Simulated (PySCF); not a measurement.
**Polarisability and C₆ of I+ (iodine, charge +1)**

[Kr] 4d10 5s2 5p4, high-spin 3P determinant. Computed with PySCF 2.14 in aug-cc-pwCVTZ-DK3 (10s9p7d4f1g, 109 functions), with the spin-free X2C one-electron Hamiltonian (Gaussian nucleus). Coupled (time-dependent) response in atomic units; α is the mean over directions.

```
method  mean α (bohr³)         α xx, yy, zz  C₆ (like pair)  S(−4)
   UHF           20.11  19.73, 20.86, 19.73           175.0  73.02
   PBE           20.62  20.03, 21.81, 20.03           179.4  80.30
  PBE0           20.26  19.74, 21.28, 19.74           175.8  75.78
```

S(−4) is the Cauchy moment in α(ω) = α(0) + S(−4) ω² + …

Spin-orbit coupling is absent.

α(iu) at PBE:

```csv
u (hartree),α(iu) (bohr³)
0,20.62
0.0500,20.43
0.100,19.86
0.200,17.91
0.300,15.49
0.500,11.07
0.750,7.406
1.00,5.265
1.50,3.128
2.00,2.141
3.00,1.243
5.00,0.5959
```

For an ion, C₆ is the dispersion term alone; charge-induced terms of lower order in 1/R come first.

The components differ because the open shell of this determinant is not spherical; for a pure term their mean is the scalar polarisability.
